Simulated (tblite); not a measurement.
Problem. Write Cartesian coordinates for `C#C[C@]1(CF)[C@@H]2C[C@@H]21` as optimised with GFN2-xTB.

Solution. 
```xyz
15
C7H7F angstrom
C      2.2135    0.3317   -1.4343
C      1.2583    0.2985   -0.7122
C      0.1148    0.2758    0.1581
C      0.1489    1.4225    1.1587
F     -0.9500    1.3964    1.9794
C     -0.4874   -1.0302    0.6072
C     -0.8180   -1.5531   -0.7547
C     -1.2299   -0.1730   -0.3514
H      3.0484    0.3538   -2.0688
H      0.1425    2.3901    0.6441
H      1.0334    1.3529    1.8025
H     -0.6817   -1.4007    1.5903
H     -0.0243   -1.6795   -1.4811
H     -1.5977   -2.3011   -0.8199
H     -2.1753    0.3240   -0.3398
```

Orientation and origin are arbitrary. Atoms count from 1 in this order. The 3-membered ring C6–C7–C8 has internal angles of 59.5° to 60.2°. The C–C distances run from 1.198 Å (C1≡C2, drawn triple) to 1.522 Å (C3–C4, drawn single), a spread of 0.324 Å. Of the pairs four or more bonds apart, C2···H13 is among the closest relative to their van der Waals radii: 2.48 Å, 86 % of the sum of Bondi's values. The 3-membered ring C3–C6–C8 has internal angles of 59.1° to 60.5°.

Bonds between heavy atoms (Å): C1≡C2 1.198, C2–C3 1.437, C3–C4 1.522, C4–F5 1.372, C3–C6 1.507, C6–C7 1.496, C7–C8 1.496, C3–C8 1.506, C6–C8 1.485.

Structure optimised with GFN2-xTB, isolated species.

Point group: Cs (every atom within 0.08 Å of its image). Its GFN2-xTB frequencies are all real (lowest 64 cm⁻¹). One conformer, not necessarily the lowest (C2–C3–C4–F5 180°).

The numbers are calculated, not measured.
